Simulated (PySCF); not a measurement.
BeFHS, SMILES [F][Be][SH].

Geometry: r2SCAN-D4/def2-TZVP. The values are those of a single conformer.

Method: M06-2X/def2-TZVPD (PySCF).

Symmetry labels are those of the subgroup Cs that the program uses (full group Cs).

Computed valence orbital energies around the gap with their symmetry:
```
orbital  symmetry  energy (eV)
-------  --------  -----------
HOMO−7         A'       -35.62
HOMO−6         A'       -22.15
HOMO−5         A'       -15.51
HOMO−4         A'       -14.17
HOMO−3         A"       -14.16
HOMO−2         A'       -12.98
HOMO−1         A'       -10.79
HOMO           A"        -9.11
LUMO           A'        -0.47
LUMO+1         A'         0.15
LUMO+2         A"         0.53
LUMO+3         A'         0.58
```
